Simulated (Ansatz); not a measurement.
Li4H4⁻, that is (LiH)4 cube with one electron more. The state is a doublet with charge -1. Geometry PBE-D4/def2-TZVP, that of the neutral singlet.

```xyz
8

Li    0.1198   -0.8184   -1.2814
H    -0.1082    0.9991   -1.3001
Li    1.1254    1.0280    0.0538
H     1.4498   -0.7732   -0.0225
Li    0.1004   -0.9273    1.2067
H    -1.2125   -1.1076   -0.0579
Li   -1.3456    0.7177    0.0209
H    -0.1291    0.8817    1.3806
```

At PBE-D4/def2-TZVPD, r2SCAN-D4/def2-TZVPD, PBE0-D4/def2-TZVPD the highest occupied level of the charge -1 doublet lies above zero (up to 1.14 eV). By energy differences it is unbound by 0.21 eV (vertical, to the charge 0 singlet, at r2SCAN-D4/def2-TZVPD) and held by the finite basis.

Problem. Estimate the α-spin orbital energies around the gap (eV) in Ansatz with PBE-D4/def2-TZVPD, r2SCAN-D4/def2-TZVPD, PBE0-D4/def2-TZVPD.

Solution. 
| orbital | PBE-D4/def2-TZVPD | r2SCAN-D4/def2-TZVPD | PBE0-D4/def2-TZVPD |
| --- | --- | --- | --- |
| HOMO−5 | -45.99 | -47.60 | -50.11 |
| HOMO−4 | -4.05 | -4.38 | -5.51 |
| HOMO−3 | -2.20 | -2.45 | -3.38 |
| HOMO−2 | -2.20 | -2.45 | -3.38 |
| HOMO−1 | -2.20 | -2.45 | -3.38 |
| HOMO | 1.09 | 1.14 | 0.90 |
| LUMO | 1.36 | 1.44 | 1.64 |
| LUMO+1 | 1.36 | 1.44 | 1.64 |
| LUMO+2 | 1.36 | 1.44 | 1.64 |
| LUMO+3 | 2.28 | 2.38 | 2.60 |
| LUMO+4 | 2.28 | 2.38 | 2.60 |
| LUMO+5 | 2.55 | 2.67 | 2.84 |
| β HOMO | -2.18 | -2.43 | -3.36 |
| β LUMO | 1.54 | 1.42 | 1.88 |
